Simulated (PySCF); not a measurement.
**Spinor energies of Te (tellurium, neutral)**

Start: [Kr] 4d10 5s2 5p4; 5p1/2 filled at m_j = +1/2; 5p3/2 filled at m_j = -1/2, +1/2, +3/2. Calculated with PySCF 2.14 in x2c-TZVPall-2c (8s9p5d2f, 74 functions): generalised Hartree-Fock with the X2C-1e Hamiltonian and a Gaussian nucleus; one run each with spin-orbit coupling (SO) switched off, then screened by Boettger's factors. This is a chosen level, not necessarily the ground level.

```json
{"spinor shell": "1s1/2", "electrons": "2", "ε, spin-free (eV)": "-31972.9", "ε, screened SO (eV)": "-31969.4", "weight of nominal j (screened SO)": "1.000", "rms radius, screened SO (bohr)": "0.0318"}
{"spinor shell": "2s1/2", "electrons": "2", "ε, spin-free (eV)": "-5000.6", "ε, screened SO (eV)": "-4999.5", "weight of nominal j (screened SO)": "1.000", "rms radius, screened SO (bohr)": "0.130"}
{"spinor shell": "2p1/2", "electrons": "2", "ε, spin-free (eV)": "-4481.9", "ε, screened SO (eV)": "-4672.5", "weight of nominal j (screened SO)": "1.000", "rms radius, screened SO (bohr)": "0.112"}
{"spinor shell": "2p3/2", "electrons": "4", "ε, spin-free (eV)": "-4481.9", "ε, screened SO (eV)": "-4395.4", "weight of nominal j (screened SO)": "1.000", "rms radius, screened SO (bohr)": "0.117"}
{"spinor shell": "3s1/2", "electrons": "2", "ε, spin-free (eV)": "-1036.9", "ε, screened SO (eV)": "-1036.5", "weight of nominal j (screened SO)": "1.000", "rms radius, screened SO (bohr)": "0.343"}
{"spinor shell": "3p1/2", "electrons": "2", "ε, spin-free (eV)": "-864.22", "ε, screened SO (eV)": "-900.73", "weight of nominal j (screened SO)": "1.000", "rms radius, screened SO (bohr)": "0.336"}
{"spinor shell": "3p3/2", "electrons": "4", "ε, spin-free (eV)": "-864.22", "ε, screened SO (eV)": "-847.39", "weight of nominal j (screened SO)": "1.000", "rms radius, screened SO (bohr)": "0.347"}
{"spinor shell": "3d3/2", "electrons": "4", "ε, spin-free (eV)": "-603.70", "ε, screened SO (eV)": "-609.97", "weight of nominal j (screened SO)": "1.000", "rms radius, screened SO (bohr)": "0.320"}
{"spinor shell": "3d5/2", "electrons": "6", "ε, spin-free (eV)": "-603.70", "ε, screened SO (eV)": "-599.05", "weight of nominal j (screened SO)": "1.000", "rms radius, screened SO (bohr)": "0.323"}
{"spinor shell": "4s1/2", "electrons": "2", "ε, spin-free (eV)": "-193.33", "ε, screened SO (eV)": "-193.13", "weight of nominal j (screened SO)": "1.000", "rms radius, screened SO (bohr)": "0.815"}
{"spinor shell": "4p1/2", "electrons": "2", "ε, spin-free (eV)": "-137.33", "ε, screened SO (eV)": "-144.28", "weight of nominal j (screened SO)": "1.000", "rms radius, screened SO (bohr)": "0.858"}
{"spinor shell": "4p3/2", "electrons": "4", "ε, spin-free (eV)": "-137.33", "ε, screened SO (eV)": "-133.94", "weight of nominal j (screened SO)": "1.000", "rms radius, screened SO (bohr)": "0.887"}
{"spinor shell": "4d3/2", "electrons": "4", "ε, spin-free (eV)": "-53.103", "ε, screened SO (eV)": "-53.933", "weight of nominal j (screened SO)": "0.996", "rms radius, screened SO (bohr)": "1.04"}
{"spinor shell": "4d5/2", "electrons": "6", "ε, spin-free (eV)": "-53.103", "ε, screened SO (eV)": "-52.275", "weight of nominal j (screened SO)": "0.997", "rms radius, screened SO (bohr)": "1.05"}
{"spinor shell": "5s1/2", "electrons": "2", "ε, spin-free (eV)": "-20.294", "ε, screened SO (eV)": "-20.227", "weight of nominal j (screened SO)": "0.999", "rms radius, screened SO (bohr)": "2.28"}
{"spinor shell": "5p3/2", "electrons": "3", "ε, spin-free (eV)": "-9.745", "ε, screened SO (eV)": "-10.204", "weight of nominal j (screened SO)": "0.561", "rms radius, screened SO (bohr)": "2.83"}
{"spinor shell": "5p1/2", "electrons": "1", "ε, spin-free (eV)": "-9.745", "ε, screened SO (eV)": "-8.535", "weight of nominal j (screened SO)": "0.558", "rms radius, screened SO (bohr)": "2.87"}
```

| quantity | spin-free | screened SO |
| --- | --- | --- |
| E (hartree) | -6789.95787 | -6791.85673 |
| M_J | 2 | 2 |
| ⟨J²⟩ | 6.014 | 6.027 |
| ⟨L²⟩ | 2.010 | 2.288 |
| ⟨S²⟩ | 2.004 | 1.901 |

Each row is a mean over spinors that exchange with the open shell spreads, by up to 4.140 eV (5s1/2).

Rows whose weight is well below 1 are mixtures of j = l ± 1/2: exchange outweighs spin-orbit coupling there, and the label is only the starting occupation.

Breit and QED terms are absent; they matter most for the inner s and p1/2 levels.

Densities and radii are taken from the X2C orbitals without a picture-change correction, which distorts them close to the nucleus.

Without spin-orbit coupling the j labels of p, d and f shells carry no meaning; the spin-free column gives the mean over the occupied spinors of each nl shell.
